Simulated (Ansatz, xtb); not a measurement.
# CH8ClPSi2: which of two isomers lies lower

Structure I: `C[Si@@H](Cl)P[SiH3]`, a singlet. Structure II: `[SiH3]C[Si@H](P)Cl`, a singlet. Both are isolated molecules in the gas phase, relaxed with B3LYP-D3(BJ)/def2-SVP; each stands in its lowest conformer found.

Q: Which of the two would you expect CCSD(T)/def2-SVP + ΔMP2/def2-TZVPP electronic energies to favour?

A: Structure I; the calculation gives E(II) − E(I) = +5.8 kcal/mol.

Level by level:

```csv
level,geometry,E(II) − E(I) (kcal/mol),departure from the last row (kcal/mol),"job, with rough time for the two"
GFN2-xTB,GFN2-xTB,+8.3,+2.4,"optimisation, 0.7 s"
HF/STO-3G,GFN2-xTB,+5.4,−0.4,"single point, 0.77 s"
r2SCAN-D4/def2-SVP,GFN2-xTB,+6.7,+0.8,"single point, 6.2 s"
B3LYP-D3(BJ)/def2-SVP,B3LYP-D3(BJ)/def2-SVP,+5.7,−0.1,"optimisation, 2.9 min"
HF/def2-SVP,B3LYP-D3(BJ)/def2-SVP,+4.4,−1.4,part of the CCSD(T) run
MP2/def2-SVP,B3LYP-D3(BJ)/def2-SVP,+5.1,−0.7,part of the CCSD(T) run
CCSD(T)/def2-SVP,B3LYP-D3(BJ)/def2-SVP,+4.9,−1.0,single point
CCSD(T)/def2-SVP + ΔMP2/def2-TZVPP,B3LYP-D3(BJ)/def2-SVP,+5.8,,"single point, 65 s"
```

As drawn, II has 1 C–Si, 1 P–H in place of 1 P–Si, 1 C–H.

The levels shown agree on the order. The largest departure from CCSD(T)/def2-SVP + ΔMP2/def2-TZVPP is that of GFN2-xTB, 2.4 kcal/mol. The last row adds to CCSD(T) the change of the MP2 difference between the two basis sets, here +1.0 kcal/mol.

With thermal terms from frequencies at re-optimised GFN2-xTB minima (ideal gas, soft modes damped towards free rotors, one conformer each, 298.15 K, 1 atm): the zero-point term adds −1.3 kcal/mol; ΔH is +4.4 and ΔG +4.6 kcal/mol.

The correlated steps freeze 21 core orbitals. Codes used: Ansatz 0.2.0, xtb 6.7.1; the last row on 2 threads of Intel(R) Xeon(R) Processor @ 2.70GHz on a shared host.
